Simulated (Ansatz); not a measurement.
Computed with Ansatz on PBE0-D4/def2-TZVP structures; ΔE is electronic, products minus reactants. CCSD(T)/CBS adds triple-zeta CCSD(T) − MP2 to the extrapolated MP2 energy (def2 sets, frozen cores). This one scheme is used for every species. Functionals use def2-TZVPP. B3LYP here is the variant with VWN-RPA as its local correlation; programs differ in this. HSE06 is defined as in plane-wave codes. For Zn outer-core shells are correlated without core-valence functions, which leaves a few kJ/mol of doubt a bond. Scalar relativity is left out up to krypton. One conformer a species, not always the lowest.

Consider the substitution at a C–O bond: `[SiH3]O[CH2][ZnH]` + CH₃SH → `CS[CH2][ZnH]` + `O[SiH3]`.

| level | ΔE (kcal/mol) | difference from CCSD(T)/CBS |
| --- | --- | --- |
| LDA (SPW92) | -16.3 | 0.5 |
| PBE-D4 | -15.9 | 0.9 |
| revPBE-D4 | -15.9 | 0.9 |
| BLYP-D4 | -14.0 | 2.8 |
| r2SCAN-D4 | -16.4 | 0.4 |
| B97M-V | -15.5 | 1.3 |
| PBE0-D4 | -16.2 | 0.6 |
| B3LYP-D4 | -14.3 | 2.5 |
| r2SCAN0-D4 | -16.6 | 0.2 |
| HSE06-D4 | -16.2 | 0.6 |
| BHLYP-D4 | -14.4 | 2.4 |
| CAM-B3LYP-D4 | -13.6 | 3.2 |
| ωB97X-V | -14.5 | 2.3 |
| B2PLYP | -14.9 | 1.9 |
| PBE | -15.4 | 1.4 |
| revPBE | -14.9 | 1.9 |
| BLYP | -12.9 | 3.9 |
| r2SCAN | -16.3 | 0.5 |
| PBE0 | -15.7 | 1.1 |
| B3LYP | -13.4 | 3.4 |
| r2SCANh | -16.4 | 0.4 |
| r2SCAN0 | -16.5 | 0.3 |
| HSE06 | -15.8 | 1.0 |
| BHLYP | -13.6 | 3.2 |
| CAM-B3LYP | -13.2 | 3.6 |
| LC-ωPBE | -15.0 | 1.8 |
| RPA@PBE/def2-TZVPP | -13.3 | 3.5 |
| HF/def2-SVP | -9.2 | 7.6 |
| MP2/def2-SVP | -13.3 | 3.5 |
| CCSD/def2-SVP | -10.7 | 6.1 |
| CCSD(T)/def2-SVP | -11.1 | 5.7 |
| HF/def2-TZVPP | -12.3 | 4.5 |
| MP2/def2-TZVPP | -17.7 | -0.9 |
| SCS-MP2/def2-TZVPP | -15.8 | 1.0 |
| CCSD/def2-TZVPP | -14.6 | 2.2 |
| MP2/def2-QZVPP | -18.5 | -1.7 |
| SCS-MP2/def2-QZVPP | -16.6 | 0.2 |
| HF/CBS(def2) | -12.2 | 4.6 |
| MP2/CBS(def2) | -19.2 | -2.4 |
| CCSD/CBS(def2) | -16.1 | 0.7 |
| CCSD(T)/CBS | -16.8 | 0 |

Largest T1 diagnostic among the species: 0.014.

Leaving LDA and LC-ωPBE aside and taking each functional with its dispersion term where it has one, the values, not all of them listed here, spread over 3.2 kcal/mol, from PBE-QIDH to CAM-B3LYP-D4. LDA lies −0.9 kcal/mol from PBE without D4. At CCSD(T), def2-SVP lies +5.7 kcal/mol from the extrapolated value and def2-TZVPP +1.5 kcal/mol. In def2-TZVPP, CCSD(T) changes the Hartree–Fock value by −3.0 kcal/mol (the triples alone add −0.6 kcal/mol) and MP2 by −5.4 kcal/mol.
